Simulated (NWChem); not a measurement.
# C₄H₇Al; SMILES [CH]([AlH][CH]=C)=C

```xyz
12

Al     0.0000     0.0000    -0.4135
H      0.0000     0.0000    -2.0081
C      1.7200     0.0010     0.4999
C      2.8665    -0.0018    -0.2020
H      1.8191     0.0032     1.5952
H      3.8573    -0.0019     0.2719
H      2.8745    -0.0040    -1.3000
C     -1.7200    -0.0010     0.4999
C     -2.8665     0.0018    -0.2020
H     -1.8191    -0.0032     1.5952
H     -3.8573     0.0019     0.2719
H     -2.8745     0.0040    -1.3000
```
Atoms are numbered in this order, from 1.

All runs use the structure optimised with PBE0/def2-SVP. Not confirmed as a minimum by frequencies.

Question: Give the principal values of the shielding tensors (ppm) of Al1, C3, C4 from KT2/pcSseg-1, GIAO (NWChem), with their diamagnetic and paramagnetic parts as GIAO splits them.

Answer: 
| atom | σ11 | σ22 | σ33 | isotropic | diamagnetic | paramagnetic |
|---|---|---|---|---|---|---|
| Al1 | 309.0 | 310.3 | 348.2 | 322.5 | 799.8 | -477.3 |
| C3 | -70.2 | 17.8 | 176.4 | 41.3 | 255.9 | -214.6 |
| C4 | -79.4 | 36.8 | 156.5 | 38.0 | 256.9 | -219.0 |
